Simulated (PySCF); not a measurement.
**MF cations for M along group 15**

PBE0 with triple-zeta basis sets in PySCF, for the lowest determinant that a PBE0 search found; no spin–orbit coupling. De refers to high-spin ground-configuration atoms (the charge goes to the atom of lower measured ionisation energy or higher electron affinity, which is not always the lowest computed limit). A positive dipole points towards F; it is taken about the centre of mass and depends on that origin.

```
 M               basis  charged atom  state (unpaired electrons)  Re (Å)  ωe (cm⁻¹)  De (eV)  μ (D)
 P         def2-TZVPPD            P+               doublet (π ↑)   1.509       1058     5.55  -2.56
As  cc-pVTZ-PP/cc-pVTZ           As+               doublet (π ↑)   1.660        838     4.67  -2.28
Sb  cc-pVTZ-PP/cc-pVTZ           Sb+               doublet (π ↑)   1.860        723     4.25  -2.77
```

The shortest bond is that of PF⁺ (1.509 Å), the longest that of SbF⁺ (1.860 Å). PF⁺ is bound most strongly (5.55 eV) and SbF⁺ least (4.25 eV).

The rows differ in basis set, which adds steps of its own.

Down a group the atoms grow and get heavier, so bonds lengthen and wavenumbers fall; this series shows no clear exception.

These are scalar-relativistic numbers at best; spin–orbit coupling would shift them, the dissociation energy most. For an ion De counts to the pair picked by the measured ionisation energies or electron affinities, which need not be the lowest pair at this level. States were picked by a PBE0 search and need not be the measured ground states.
